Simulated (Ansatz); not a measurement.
```xyz
11

Si    2.445    1.050    0.511
Ga    0.265    0.123    0.059
Si   -1.165   -1.728   -0.635
O    -2.530   -0.824   -0.443
Ga   -2.148    0.893    0.132
H     3.560    0.087    0.297
H     2.498    1.519    1.924
H     2.669    2.228   -0.374
H    -1.164   -2.933    0.245
H    -1.001   -2.201   -2.041
H    -3.430    1.786    0.325
```

Charge 0, multiplicity 1.

**Question.** List the PBE0/def2-TZVPP orbital energies in eV (Ansatz 0.2.0). (Best estimate.)

**Answer.** The calculation gave: Occupied: -10147.43, -10147.16, -1802.70, -1802.63, -1253.32, -1253.00, -1109.49, -1109.41, -1109.38, -1109.18, -1109.09, -1109.07, -522.04, -151.52, -151.29, -145.00, -144.95, -104.52, -104.29, -104.27, -104.21, -104.04, -103.99, -99.65, -99.64, -99.64, -99.63, -99.60, -99.59, -26.68, -23.59, -23.50, -23.45, -23.38, -23.31, -23.28, -23.22, -23.21, -23.07, -22.91, -15.27, -14.40, -13.02, -11.04, -10.42, -10.01, -10.00, -9.98, -9.63, -8.38, -7.00, -6.34. Lowest empty: -2.98, -0.89, -0.56, -0.23, -0.07, 1.17, 1.26, 1.69.
